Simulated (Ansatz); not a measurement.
Wavefunction ladder for F2H4O4Si2 (`O[SiH](O)O[Si](O)(F)F`)

```
atom   x (Å)   y (Å)   z (Å)
  O1   2.277  -0.210  -1.581
 Si2   1.029  -0.839  -0.758
  O3  -0.306  -0.852  -1.695
  O4   0.694   0.052   0.591
 Si5  -0.529   0.716   1.365
  O6  -1.892   0.303   0.581
  F7  -0.381   2.285   1.427
  F8  -0.584   0.234   2.864
  H9   2.120   0.557  -2.134
 H10   1.459  -2.172  -0.315
 H11  -1.144  -0.672  -1.257
 H12  -2.742   0.598   0.913
```

The species carries charge 0 and has multiplicity 1. The structure was optimised at the PBE0-D4/def2-TZVP level. It is one conformer, not always the lowest. Frozen core, restricted reference, Ansatz. CBS rows extrapolate triple and quadruple zeta; past MP2 they add the triple-zeta difference.

```tsv
basis	HF (Eh)	MP2 corr.
def2-TZVPP	-1079.23044	-1.66978
def2-QZVPP	-1079.27511	-1.81703
```

Task: Estimate the CCSD correlation energy and the (T) correction in each basis where they were run (hartree).

Result: 
```
     basis  CCSD corr.       (T)
def2-TZVPP    -1.68554  -0.05514
 CBS(def2)    -1.94187     as TZ
```
